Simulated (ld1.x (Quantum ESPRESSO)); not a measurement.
# ytterbium (Yb), PAW: configuration errors across variants

ld1.x (Quantum ESPRESSO) 7.5 input, shortened:

```
&input
   title='Yb', zed=70., rel=2, dft='PBE', iswitch=3,
   config='[Xe] 4f14 5d0 6s1 6p1', rel_dist='average'
 /
 &inputp
   pseudotype=3, lpaw=.true., tm=.true., lloc=-1, rcloc=1.35,
   nlcc=.true., new_core_ps=.true.,
   which_augfun='BESSEL', rmatch_augfun=0.50
 /
8
5S  1  0   2.00   0.00  2.00  2.15  0.0
6S  2  0   1.00   0.00  2.00  2.15  0.0
5P  2  1   6.00   0.00  2.30  2.80  0.0
6P  3  1   1.00   0.00  2.30  2.80  0.0
5D  3  2   0.00   0.00  3.15  3.65  0.0
5D  3  2   0.00   1.35  3.15  3.65  0.0
4F  4  3  14.00   0.00  0.65  0.85  0.0
4F  4  3   0.00   1.05  0.65  0.85  0.0
 &test
   configts(1)='4f14 5s2 5p6 5d0 6s1 6p1'
 /
```

Open shells are filled in proportion to 2j + 1 (rel_dist='average').

All-electron excitation energies from the reference (eV): (1) 4f14 5s2 5p6 5d0 6s2 6p0 -2.907; (2) 4f14 5s2 5p6 5d0 6s1 6p0 3.630; (3) 4f14 5s2 5p6 5d0 6s0 6p0 15.879.

The default core radius of the base comes out at 0.60 bohr.

Errors AE − PS in meV (a dash: test not solved or not reliable):

| change | (1) | (2) | (3) | bound ghosts |
| --- | --- | --- | --- | --- |
| base | +6.9 | +179 | +331 | not determined |
| core correction a·sin(br)/r model core, default radius (ld1.x builds one for every PAW set, though the input has nlcc=.false.) | +7.0 | +166 | +307 | not determined |
| core correction Bessel-smoothed model core inside 0.36 bohr | +6.8 | +179 | +331 | not determined |
| core correction Bessel-smoothed model core inside 0.46 bohr | +7.0 | +177 | +326 | not determined |
| core correction Bessel-smoothed model core inside 0.60 bohr | +6.9 | +179 | +331 | not determined |
| core correction Bessel-smoothed model core inside 0.66 bohr | +7.0 | +179 | +331 | not determined |
| core correction Bessel-smoothed model core inside 0.82 bohr | +7.0 | +178 | +328 | not determined |
| core correction Bessel-smoothed model core inside 0.90 bohr | +6.9 | +177 | +326 | not determined |

(1) Give the same row for: core correction Bessel-smoothed model core inside 1.04 bohr.

Results:

(1) +6.9, +176, +323; bound ghosts: not determined.
